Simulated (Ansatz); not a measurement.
Two structures of GeSiH7F, closed shell, reached by relaxing down either side of one saddle point (PBE0-D4/def2-TZVP). Energies are electronic, without zero-point energy. Computed with Ansatz 0.2.0 (basis: def2-TZVPP and def2-QZVPP); correlated methods freeze the cores. Filled d shells of the heavier atoms are correlated. The def2 sets are not built for correlating such inner shells, so the correlated values are less sure here. Extrapolation: Hartree–Fock as exp(−7.88 √X), correlation as X^−2.97. First:

```json
{"atom": "Ge1", "x (Å)": "-0.9118", "y (Å)": "-1.9334", "z (Å)": "-0.0075"}
{"atom": "F2", "x (Å)": "0.6257", "y (Å)": "-1.2132", "z (Å)": "0.3995"}
{"atom": "H3", "x (Å)": "-0.6190", "y (Å)": "-2.9499", "z (Å)": "-1.1166"}
{"atom": "H4", "x (Å)": "-1.4206", "y (Å)": "-2.5924", "z (Å)": "1.2793"}
{"atom": "H5", "x (Å)": "-1.8097", "y (Å)": "-0.7850", "z (Å)": "-0.4793"}
{"atom": "H6", "x (Å)": "2.1449", "y (Å)": "1.4069", "z (Å)": "0.4826"}
{"atom": "Si7", "x (Å)": "0.8318", "y (Å)": "1.8833", "z (Å)": "-0.0117"}
{"atom": "H8", "x (Å)": "0.8925", "y (Å)": "3.3551", "z (Å)": "-0.2192"}
{"atom": "H9", "x (Å)": "-0.2336", "y (Å)": "1.5905", "z (Å)": "0.9800"}
{"atom": "H10", "x (Å)": "0.5000", "y (Å)": "1.2381", "z (Å)": "-1.3072"}
```

Second:

```xyz
10
angstrom
Ge -1.0445 -0.8931 -0.2077
F 2.2542 -1.2203 0.9219
H -0.2839 -1.8344 -1.1500
H -1.0592 -1.4771 1.2105
H -2.4930 -0.7502 -0.7050
H 2.0524 -0.3375 0.7262
Si -0.0421 1.2662 -0.2052
H 1.3770 1.2070 0.2721
H -0.7568 2.1931 0.7090
H -0.0041 1.8465 -1.5717
```

(1) Which bonds change from the first to the second?

(2) Give the saddle point's structure and its height above each. (To be estimated.)

No T1 diagnostic of these runs exceeds 0.015. The start structure is not quite a true minimum (one mode of 26i cm⁻¹).

Answers

(1) GeH₃F ([F][GeH3]) + SiH₄ → GeSiH₆ ([SiH3][GeH3]) + HF; bonds formed: Ge1–Si7, F2–H6; bonds broken: Ge1–F2, H6–Si7.

(2) The calculation gives: 57.05 kcal/mol above the first and 49.47 kcal/mol above the second (CCSD(T) at an estimated basis limit (MP2 extrapolated from triple and quadruple zeta, plus CCSD(T) − MP2 in triple zeta)).
Ge1  (-0.556, -1.211, 0.000)
F2  (1.398, -1.319, 0.656)
H3  (-0.208, -2.173, -1.134)
H4  (-1.016, -1.797, 1.333)
H5  (-1.702, -0.287, -0.517)
H6  (1.003, -0.183, 0.358)
Si7  (0.318, 1.382, -0.104)
H8  (1.569, 2.136, 0.196)
H9  (-0.781, 1.898, 0.750)
H10  (-0.024, 1.553, -1.538)
(Å)

Labels in which every atom is bracketed show which atoms are joined, not bond orders.

For scale, one of the runs: CCSD(T)/def2-TZVPP, 219 basis functions, launched by `ansatz run in.yaml --threads 4 --pin off --events-out ev --progress --plain --max-ram 9574MiB`. Hardware: 4 CPU threads of an Intel Xeon, shared host. Wall time 2 min; peak host memory 3.2 GiB.
